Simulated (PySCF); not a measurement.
Vertical excitations of a molecule C4H8OSi from TDDFT-PBE0/def2-SVPD in PySCF, as energy in eV (oscillator strength): 5.87 (0.000), 6.11 (0.004), 6.12 (0.001), 6.92 (0.012), 7.09 (0.005), 7.21 (0.008), 7.45 (0.147), 7.49 (0.164), 7.63 (0.048), 7.77 (0.064). Lowest triplet (TDA): 4.80 eV. Geometry optimised at PBE0-D3(BJ)/def2-SVP. The values are those of a single conformer.

### Question
Which structure fits?
A) C=C[SiH]1COC1
B) OCCC#C[SiH3]
C) C=C[Si@@H]1CCO1
D) C=C1CC[SiH2]O1

### Answer
B, OCCC#C[SiH3]
